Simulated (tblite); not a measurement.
Species: C₅H₁₂BFSi₂.
SMILES with atom numbers: `[CH3:1][BH:2][SiH2:3][C:4]1=[CH:5][CH2:6][SiH2:7][C@H:8]1[F:9]` (hydrogens: H10, H11, H12 on C1; H13 on B2; H14, H15 on Si3; H16 on C5; H17, H18 on C6; H19, H20 on Si7; H21 on C8)

Computed with GFN2-xTB (tblite), gas phase: L-BFGS steps from a force-field or distance-geometry start until the largest atomic force falls under 0.01 eV/Å.

Geometry at step 3:
```
atom  x, y, z in Å
C1      2.9684    0.1824    0.7028
B2      2.5418    0.6315   -0.7201
Si3     1.0879   -0.2639   -1.6543
C4     -0.4593   -0.1043   -0.5700
C5     -1.0122    1.0608   -0.2725
C6     -2.2185    1.1204    0.6135
Si7    -2.5632   -0.6909    1.0847
C8     -1.0865   -1.3292    0.0376
F9     -1.5399   -2.1904   -0.9651
H10     2.1446    0.2722    1.3997
H11     3.2520   -0.8679    0.7121
H12     3.7980    0.7551    1.0870
H13     3.0927    1.5155   -1.2561
H14     1.3690   -1.6932   -1.8307
H15     0.7756    0.3651   -2.9395
H16    -0.6023    1.9876   -0.6579
H17    -2.0206    1.7131    1.4958
H18    -3.0654    1.5371    0.0766
H19    -2.2959   -0.9245    2.4842
H20    -3.8076   -1.1608    0.5328
H21    -0.3675   -1.8990    0.6392
```

Q: Give the atomic forces at this geometry.

A: 
```
atom  Fx (eV/Å)  Fy (eV/Å)  Fz (eV/Å)
  C1      0.229      0.006      0.026
  B2     -0.056      0.139     -0.412
 Si3      0.011     -0.017      0.148
  C4      0.214     -0.294     -0.126
  C5     -0.068      0.182      0.051
  C6     -0.090     -0.432      0.000
 Si7      0.239      0.222     -0.316
  C8     -0.207      0.031      0.077
  F9      0.223     -0.026      0.083
 H10     -0.179     -0.014      0.171
 H11     -0.005     -0.075      0.038
 H12      0.265      0.080      0.310
 H13      0.141      0.104      0.098
 H14     -0.136     -0.121     -0.163
 H15     -0.145     -0.106     -0.236
 H16     -0.087     -0.032      0.037
 H17     -0.020      0.419      0.073
 H18     -0.013      0.353      0.004
 H19     -0.059     -0.135      0.428
 H20     -0.350     -0.211     -0.011
 H21      0.094     -0.071     -0.281
```

The largest, 0.45 eV/Å, acts on Si7 (H19, C6 within 3 % of it); the rms over all components is 0.186 eV/Å. The forces sum to zero within rounding, as they must for an isolated molecule in no field.

Q: Give the force on Si7 in Eh/bohr and in nN.

A: 0.454 eV/Å ÷ 51.422 = 0.00883 Eh/bohr, and 0.454 eV/Å × 1.602 = 0.73 nN.

Q: How far is this geometry from the end of the optimisation?

A: 0.171 eV above it, and 0.963 Å rms away after alignment. The bonds farthest from their final lengths, with half the difference of the two atoms' forces along the bond (positive lengthens):

```tsv
bond	now (Å)	final (Å)	force along bond (eV/Å)
Si7–H19	1.444	1.465	+0.36
C1–B2	1.552	1.572	+0.26
Si7–H20	1.440	1.460	+0.27
B2–Si3	1.946	1.964	-0.12
Si3–H15	1.465	1.479	+0.17
C1–H12	1.079	1.091	+0.08
```

The angle farthest from its final value is H19–Si7–H20, 118.6° against 112.7°.

Of the 6 listed bonds off by 0.010 Å or more, this force points towards the final length in 5.

What follows is the cost of the whole relaxation. Hardware: an Arm Neoverse N1 with one thread, no GPU, on a shared host. Cost: 3.8 s.
